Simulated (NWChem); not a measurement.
Species: H₂SeS; SMILES S[SeH]

This build's default masses of Se (78.918 u) and Br (79.917 u) are each other's, which moves their modes by up to 0.6 %.

Task: Give the equilibrium geometry at PBE0/def2-SVP (NWChem) as a list of bonds and angles, with the point group.

Result: point group C1; any orientation.
Bond lengths (Å): Se1–H2 1.478, Se1–S3 2.207, S3–H4 1.354. Bond angles (°): H2–Se1–S3 97.1, Se1–S3–H4 97.6.
